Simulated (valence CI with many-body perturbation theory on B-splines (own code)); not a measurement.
Forbidden lines of Tb43+

Computed by relativistic CI+MBPT: four valence electrons over a frozen Dirac-Fock core [Ar], a basis of 9 s, 9 p, 10 d, 8 f, 5 g, 3 h, 1 i functions for each j, with the one-electron correlation potential Σ1 (screened to all orders), the two-electron term Σ2, the three-electron term Σ3, Breit, model QED; selected single and double excitations, second order for the rest (own B-spline code, finite nucleus).

No measured spectrum was set against this ion. As an estimate, large intervals hold to a few tenths of a per cent, small ones and those within an open d or f shell to about a per cent. Only levels of the ground parity were solved; by the run's estimate the other parity begins above the list, which can be wrong where configurations are misplaced.

Lines 1 to 50 of 120 in falling wavelength, among levels below 199.68 eV, chosen from the decays that carry over 1 % of a level's rate. Wavelengths and rates use the calculated energies. Electric multipoles are in the length gauge, E1 and E2 with the static RPA response of the core. Weak lines are less certain than strong ones. Lines between different terms over intervals too small for the method are left out, as are lines whose strength nearly cancels. The highest levels of a list are the least certain. Branching is blank where the lifetime is uncertain.

Levels are named by their leading jj configuration (3d3/2^4 stands for four electrons in 3d with j = 3/2), which in mixed levels can hold well under half, so a name can repeat and another be missing. Letters in brackets count levels of one name in rising energy.

```
λ vac (nm)                      Upper                      Lower  Type   A (s⁻¹)  Branch %
     490.9      (3d3/2^2 3d5/2^2) J=6      (3d3/2^2 3d5/2^2) J=5    M1  6.53e+01      88.6
     373.9        (3d3/2^3 3d5/2) J=3        (3d3/2^3 3d5/2) J=2    M1  3.11e+02          
     291.6        (3d3/2^3 3d5/2) J=3        (3d3/2^3 3d5/2) J=4    M1  4.06e+02          
     119.1  (3d3/2^2 3d5/2^2) J=4 [b]  (3d3/2^2 3d5/2^2) J=3 [a]    M1  4.37e+03          
     112.9      (3d3/2^2 3d5/2^2) J=1  (3d3/2^2 3d5/2^2) J=0 [a]    M1  9.01e+03       1.7
     109.3        (3d3/2^3 3d5/2) J=2        (3d3/2^3 3d5/2) J=1    M1  1.61e+04      99.6
     89.08    (3d3/2 3d5/2^3) J=3 [c]    (3d3/2 3d5/2^3) J=2 [a]    M1  9.31e+03       1.5
     88.79  (3d3/2^2 3d5/2^2) J=2 [d]  (3d3/2^2 3d5/2^2) J=2 [c]    M1  1.11e+04      14.9
     87.22  (3d3/2^2 3d5/2^2) J=2 [b]  (3d3/2^2 3d5/2^2) J=2 [a]    M1  8.66e+03       6.1
     80.16  (3d3/2^2 3d5/2^2) J=4 [c]  (3d3/2^2 3d5/2^2) J=3 [b]    M1  5.79e+03       2.2
     67.06    (3d3/2 3d5/2^3) J=2 [b]    (3d3/2 3d5/2^3) J=2 [a]    M1  9.69e+03       1.4
     66.41        (3d3/2 3d5/2^3) J=0    (3d3/2 3d5/2^3) J=1 [a]    M1  2.27e+04       4.9
     60.51    (3d3/2 3d5/2^3) J=1 [b]  (3d3/2^2 3d5/2^2) J=0 [b]    M1  3.10e+04       3.2
     56.17    (3d3/2 3d5/2^3) J=1 [b]    (3d3/2 3d5/2^3) J=1 [a]    M1  1.21e+04       1.3
     54.97  (3d3/2^2 3d5/2^2) J=4 [c]      (3d3/2^2 3d5/2^2) J=5    M1  5.66e+03       2.1
     51.00  (3d3/2^2 3d5/2^2) J=2 [d]  (3d3/2^2 3d5/2^2) J=2 [b]    M1  1.11e+04      14.9
     50.48  (3d3/2^2 3d5/2^2) J=2 [c]  (3d3/2^2 3d5/2^2) J=2 [a]    M1  1.57e+04       2.1
     48.66  (3d3/2^2 3d5/2^2) J=2 [d]  (3d3/2^2 3d5/2^2) J=3 [b]    M1  4.88e+03       6.6
     47.42    (3d3/2 3d5/2^3) J=2 [b]    (3d3/2 3d5/2^3) J=1 [a]    M1  1.08e+04       1.5
     47.05    (3d3/2 3d5/2^3) J=3 [c]    (3d3/2 3d5/2^3) J=4 [a]    M1  1.82e+04       2.9
     46.02  (3d3/2^2 3d5/2^2) J=4 [a]        (3d3/2^3 3d5/2) J=3    M1  4.99e+04      11.1
     44.45  (3d3/2^2 3d5/2^2) J=4 [c]  (3d3/2^2 3d5/2^2) J=4 [a]    M1  6.89e+04      25.7
     43.17  (3d3/2^2 3d5/2^2) J=3 [a]        (3d3/2^3 3d5/2) J=3    M1  2.60e+05      57.2
     42.88    (3d3/2 3d5/2^3) J=3 [a]  (3d3/2^2 3d5/2^2) J=4 [b]    M1  4.32e+04       3.5
     42.69    (3d3/2 3d5/2^3) J=3 [c]  (3d3/2^2 3d5/2^2) J=2 [d]    M1  3.21e+04       5.1
     42.62    (3d3/2 3d5/2^3) J=2 [a]  (3d3/2^2 3d5/2^2) J=2 [c]    M1  5.30e+04       5.0
     42.25  (3d3/2^2 3d5/2^2) J=2 [d]      (3d3/2^2 3d5/2^2) J=1    M1  1.81e+03       2.4
     41.97    (3d3/2 3d5/2^3) J=1 [b]  (3d3/2^2 3d5/2^2) J=2 [d]    M1  1.68e+05      17.4
     41.83  (3d3/2^2 3d5/2^2) J=2 [a]        (3d3/2^3 3d5/2) J=2    M1  1.54e+05      18.5
     41.48              (3d5/2^4) J=2    (3d3/2 3d5/2^3) J=3 [c]    M1  7.47e+04       4.3
     40.75    (3d3/2 3d5/2^3) J=2 [b]    (3d3/2 3d5/2^3) J=3 [a]    M1  3.60e+04       5.0
     40.30    (3d3/2 3d5/2^3) J=3 [b]  (3d3/2^2 3d5/2^2) J=2 [c]    M1  1.26e+04       1.7
     39.74  (3d3/2^2 3d5/2^2) J=4 [a]        (3d3/2^3 3d5/2) J=4    M1  3.99e+05      88.9
     39.21        (3d3/2^3 3d5/2) J=1              (3d3/2^4) J=0    M1  4.35e+05     100.0
     39.01    (3d3/2 3d5/2^3) J=1 [a]  (3d3/2^2 3d5/2^2) J=2 [b]    M1  6.67e+04       4.2
     38.70  (3d3/2^2 3d5/2^2) J=3 [a]        (3d3/2^3 3d5/2) J=2    M1  1.94e+05      42.7
     38.65              (3d5/2^4) J=4    (3d3/2 3d5/2^3) J=3 [b]    M1  4.92e+04       2.9
     36.94        (3d3/2 3d5/2^3) J=5  (3d3/2^2 3d5/2^2) J=4 [b]    M1  2.06e+05      34.4
     36.88    (3d3/2 3d5/2^3) J=2 [b]  (3d3/2^2 3d5/2^2) J=2 [d]    M1  3.45e+04       4.8
     35.16    (3d3/2 3d5/2^3) J=4 [a]      (3d3/2^2 3d5/2^2) J=5    M1  5.11e+04       4.9
     34.31  (3d3/2^2 3d5/2^2) J=2 [d]  (3d3/2^2 3d5/2^2) J=3 [a]    M1  8.07e+03      10.8
     33.94      (3d3/2^2 3d5/2^2) J=5        (3d3/2^3 3d5/2) J=4    M1  2.35e+05      99.7
     33.67    (3d3/2 3d5/2^3) J=1 [a]      (3d3/2^2 3d5/2^2) J=1    M1  2.90e+05      18.1
     32.73        (3d3/2 3d5/2^3) J=5      (3d3/2^2 3d5/2^2) J=6    M1  1.22e+05      20.5
     32.29  (3d3/2^2 3d5/2^2) J=0 [b]      (3d3/2^2 3d5/2^2) J=1    M1  3.43e+05      67.5
     32.18  (3d3/2^2 3d5/2^2) J=2 [d]  (3d3/2^2 3d5/2^2) J=2 [a]    M1  1.95e+03       2.6
     32.03        (3d3/2 3d5/2^3) J=6      (3d3/2^2 3d5/2^2) J=6    M1  2.38e+05      46.3
     31.94      (3d3/2^2 3d5/2^2) J=1        (3d3/2^3 3d5/2) J=2    M1  5.24e+05      97.0
     31.93    (3d3/2 3d5/2^3) J=4 [a]  (3d3/2^2 3d5/2^2) J=3 [a]    M1  2.56e+05      24.3
     31.74      (3d3/2^2 3d5/2^2) J=6        (3d3/2^3 3d5/2) J=4    E2  8.37e+00      11.3
```
